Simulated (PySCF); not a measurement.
C5H2FNO.
SMILES with atom numbers: `[C-:1]#[N+:2][c:3]1[cH:4][cH:5][c:6]([F:7])[o:8]1` (hydrogens: H9 on C4; H10 on C5)
Bond orders are those of one Lewis drawing.

Method: PySCF 2.14.0, PBE0-D3(BJ)/def2-SVP geometry optimisation, gas phase; density fitting, grid level 2; the optimiser is geomeTRIC in internal coordinates, started from a GFN2-xTB structure.

Step 2: E = -11447.8369 eV
```
atom  x, y, z in Å  |  force x, y, z in eV/Å
C1      3.2396    0.0024   -0.9047   -0.026  -0.023  -0.092
N2      2.0892   -0.0046   -0.6431    0.057   0.137   0.158
C3      0.7952    0.0092   -0.2610    0.047  -0.072  -0.156
C4     -0.0922   -1.0005   -0.0198   -0.021   0.209   0.190
C5     -1.3099   -0.3578    0.3666   -0.201  -0.037  -0.188
C6     -1.0478    0.9762    0.2919    0.278  -0.080   0.433
F7     -1.7359    2.0240    0.6392   -0.087  -0.059  -0.260
O8      0.2110    1.2261   -0.0733   -0.003  -0.118  -0.046
H9      0.1267   -2.0649   -0.0484   -0.044   0.016  -0.113
H10    -2.2551   -0.8229    0.6315   -0.001   0.028   0.074
```

Step 3: E = -11447.8364 eV
```
atom  x, y, z in Å  |  force x, y, z in eV/Å
C1      3.2422    0.0294   -0.9626   -0.020  -0.013  -0.048
N2      2.1079    0.0076   -0.6390   -0.046  -0.143   0.173
C3      0.8222   -0.0057   -0.2280   -0.303   0.042   0.004
C4     -0.0963   -0.9883    0.0120    0.190  -0.684  -0.066
C5     -1.3242   -0.3641    0.3945    0.592   0.305  -0.239
C6     -1.0176    0.9608    0.3408   -0.233   0.159  -0.042
F7     -1.7622    2.0082    0.5426    0.174   0.091   0.055
O8      0.2442    1.2058   -0.0190   -0.426   0.324   0.114
H9      0.0902   -2.0533   -0.0867    0.027  -0.077  -0.002
H10    -2.2858   -0.8132    0.6240    0.046  -0.005   0.051
```

Step 4: E = -11447.8589 eV
```
atom  x, y, z in Å  |  force x, y, z in eV/Å
C1      3.2282    0.0181   -0.9523   -0.021  -0.014  -0.034
N2      2.0936    0.0057   -0.6295    0.065   0.004   0.091
C3      0.8051    0.0003   -0.2303    0.028  -0.001  -0.081
C4     -0.0868   -1.0071    0.0075   -0.006   0.185  -0.040
C5     -1.3061   -0.3600    0.3785   -0.240  -0.098   0.106
C6     -1.0304    0.9704    0.3425    0.103   0.019  -0.220
F7     -1.7517    2.0302    0.5556   -0.055  -0.074   0.084
O8      0.2235    1.2153   -0.0289    0.131  -0.007   0.038
H9      0.1071   -2.0722   -0.0872   -0.001   0.008   0.011
H10    -2.2619   -0.8135    0.6228   -0.003  -0.022   0.046
```

**Question.** Estimate the geometry and energy of step 5. (The exact step hangs on the optimiser's Hessian estimate; all steps are aligned on step 4, rigid shifts and turns removed.)

**Answer.** E = -11447.8627 eV, largest force 0.130 eV/Å
```
atom  x, y, z in Å  |  force x, y, z in eV/Å
C1      3.2364   -0.0009   -0.9315   -0.009  -0.012  -0.033
N2      2.0973    0.0004   -0.6248    0.020   0.075   0.048
C3      0.8028    0.0094   -0.2454    0.052  -0.092  -0.076
C4     -0.0902   -0.9969   -0.0107   -0.011   0.041   0.082
C5     -1.3098   -0.3593    0.3774    0.003   0.013  -0.084
C6     -1.0333    0.9715    0.3209   -0.045  -0.023   0.111
F7     -1.7606    2.0173    0.5773    0.019   0.029  -0.025
O8      0.2221    1.2251   -0.0440   -0.032  -0.054  -0.006
H9      0.1120   -2.0619   -0.0908    0.001   0.010  -0.017
H10    -2.2561   -0.8176    0.6503    0.002   0.013  -0.002
```

The energy changes by -0.0038 eV. The first-order estimate −F·Δx gives -0.0128 eV and the mean of the old and new forces, exact on a quadratic surface, -0.0039 eV. The step makes an angle of 66° with the force vector and moves no atom by more than 0.029 Å.

What follows is the cost of the whole optimisation. The run took 40 s wall on an Intel Xeon 6975P-C with one thread, shared host with 64 logical CPUs at a one-minute load of 16, and the process peaked at 0.62 GiB of memory.
